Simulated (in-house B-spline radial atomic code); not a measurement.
Configurations of N4+, with energies counted from [He] 2s1. All numbers are computed (Dirac-Hartree-Fock, average of configuration; Fermi nucleus of rms radius 2.5582 fm) with a radial B-spline atomic code at the basis-set limit, not measured. Energies include first-order Breit, QED and recoil terms.

| configuration | E - E(ref) (eV) | highest orbital | its <r> (bohr) |
| --- | --- | --- | --- |
| [He] 2p1 | 10.085 | 2p3/2 | 0.9603 |
| [He] 4p1 | 76.163 | 4p3/2 | 4.524 |
| [He] 5s1 | 83.427 | 5s1/2 | 7.122 |
| [He] 5f1 | 84.153 | 5f7/2 | 6.3 |
| [He] 5g1 | 84.154 | 5g9/2 | 5.5 |
| [He] 6s1 | 87.894 | 6s1/2 | 10.35 |
| [He] 6p1 | 88.211 | 6p3/2 | 10.49 |
| [He] 6d1 | 88.307 | 6d5/2 | 10.19 |
| [He] 6f1 | 88.311 | 6f7/2 | 9.6 |

(1) Order these further configurations by energy, lowest first.
A. [He] 6g1
B. [He] 3d1
C. [He] 3s1
D. [He] 3p1
E. [He] 4d1

(2) How far above the reference does [He] 4f1 lie?

(3) How far above the reference does [He] 5d1 lie?

(4) How far above the reference does [He] 5p1 lie?

## Answers

(1) C (56.456 eV), D (59.169 eV), B (59.946 eV), E (76.489 eV), A (88.311 eV).

(2) 76.5 eV; its least bound orbital is 4f7/2 with <r> = 3.6 bohr.

(3) 84.147 eV; its least bound orbital is 5d5/2 with <r> = 6.896 bohr.

(4) 83.981 eV; its least bound orbital is 5p3/2 with <r> = 7.205 bohr.
